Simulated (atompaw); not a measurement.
## Ranking PAW (atompaw) potentials for germanium (Ge)

All share these settings but for the change named:

Ge, PAW, made with atompaw 4.2.0.5 (PBE, scalar-relativistic). Core [Ar], reference 3d10 4s2 4p0 (charge +2). Waves: 4s (bound): rc 1.95 bohr; 4s channel at 0.2 Ry: rc 1.35 bohr; 4p (bound, empty): rc 1.95 bohr; 4p channel at -0.8 Ry: rc 1.95 bohr; 3d (bound): rc 0.70 bohr; 3d channel at -3.1 Ry: rc 0.70 bohr. Local part: troulliermartins scheme with l = 3 at 0 Ry, radius 1.85 bohr. Core correction: smooth core density matched at 1.35 bohr. Augmentation charge: sinc compensation charge, radius 1.40 bohr; PAW radius 1.95 bohr; waves and projectors: custom rrkj gramschmidtortho.

Cutoff: the first of the cutoffs (Ry, on a coarse ladder) from which the occupation-weighted sum of valence levels, in a spherical-Bessel basis at the reference potential, stays within 10 and 1 mRy of its value at 400 Ry; the density cutoff is not measured.

Of 8 variants that were run, those that failed, showed a ghost or another fault, or gave nearly equal values are left out.

Q: Rank these variants from softest to hardest (loose cutoff).
A. all radii scaled by about 1.07 (s 2.08, p 2.08, d 0.76 bohr); local potential troulliermartins scheme with l = 3 at 0 Ry, radius 1.98 bohr; augmentation sinc compensation charge, radius 1.50 bohr; PAW radius 2.08 bohr; waves and projectors: custom rrkj gramschmidtortho; core correction smooth core density matched at 1.44 bohr
B. all radii scaled by about 1.23 (s 2.40, p 2.40, d 0.86 bohr); local potential troulliermartins scheme with l = 3 at 0 Ry, radius 2.28 bohr; augmentation sinc compensation charge, radius 1.72 bohr; PAW radius 2.40 bohr; waves and projectors: custom rrkj gramschmidtortho; core correction smooth core density matched at 1.66 bohr
C. all radii scaled by about 1.29 (s 2.52, p 2.52, d 0.90 bohr); local potential troulliermartins scheme with l = 3 at 0 Ry, radius 2.38 bohr; augmentation sinc compensation charge, radius 1.80 bohr; PAW radius 2.52 bohr; waves and projectors: custom rrkj gramschmidtortho; core correction smooth core density matched at 1.74 bohr
D. all radii scaled by about 1.15 (s 2.24, p 2.24, d 0.80 bohr); local potential troulliermartins scheme with l = 3 at 0 Ry, radius 2.12 bohr; augmentation sinc compensation charge, radius 1.62 bohr; PAW radius 2.24 bohr; waves and projectors: custom rrkj gramschmidtortho; core correction smooth core density matched at 1.56 bohr

A: C (200 Ry), B (230 Ry), D (260 Ry), A (300 Ry).
